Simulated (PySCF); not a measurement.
Spinor energies of Pm⁺ (promethium, charge +1)

Start: [Xe] 4f5 6s1; 4f5/2 filled at m_j = -3/2, -1/2, +1/2, +3/2, +5/2; 6s1/2 filled at m_j = -1/2. Calculated with PySCF 2.14 in x2c-QZVPPall-2c: generalised Hartree-Fock with the X2C-1e Hamiltonian and a Gaussian nucleus; one run each with spin-orbit coupling (SO) switched off, then screened by Boettger's factors.

```csv
spinor shell,electrons,"ε, spin-free (eV)","ε, screened SO (eV)",weight of nominal j (screened SO),"rms radius, screened SO (bohr)"
1s1/2,2,-45413.0,-45405.9,1.000,0.0264
2s1/2,2,-7503.3,-7501.0,1.000,0.107
2p1/2,2,-6695.0,-7088.4,1.000,0.0918
2p3/2,4,-6695.0,-6524.0,1.000,0.0979
3s1/2,2,-1688.5,-1687.7,1.000,0.277
3p1/2,2,-1429.1,-1510.2,1.000,0.269
3p3/2,4,-1429.1,-1393.4,1.000,0.282
3d3/2,4,-1073.2,-1088.3,0.996,0.254
3d5/2,6,-1073.2,-1062.4,0.997,0.257
4s1/2,2,-361.20,-360.95,1.000,0.630
4p1/2,2,-273.42,-292.59,0.975,0.651
4p3/2,4,-273.42,-264.79,0.988,0.678
4d3/2,4,-146.28,-153.89,0.711,0.742
4d5/2,6,-146.28,-140.99,0.808,0.746
5s1/2,2,-57.588,-57.545,1.000,1.56
5p1/2,2,-34.048,-37.161,0.912,1.75
5p3/2,4,-34.048,-32.646,0.956,1.86
4f5/2,5,-18.571,-18.554,0.629,1.10
6s1/2,1,-10.213,-10.215,0.999,4.42
```

```csv
quantity,spin-free,screened SO
E (hartree),-10013.65653,-10019.03613
M_J,2,2
⟨J²⟩,12.020,11.434
⟨L²⟩,30.016,29.885
⟨S²⟩,12.004,11.944
```

The determinant has a definite M_J but mixes levels of different J.

Each row is a mean over spinors that exchange with the open shell spreads, by up to 8.484 eV (4d3/2).

Rows whose weight is well below 1 are mixtures of j = l ± 1/2: exchange outweighs spin-orbit coupling there, and the label is only the starting occupation.

Breit and QED terms are absent; they matter most for the inner s and p1/2 levels.

Densities and radii are taken from the X2C orbitals without a picture-change correction, which distorts them close to the nucleus.

Without spin-orbit coupling the j labels of p, d and f shells carry no meaning; the spin-free column gives the mean over the occupied spinors of each nl shell.
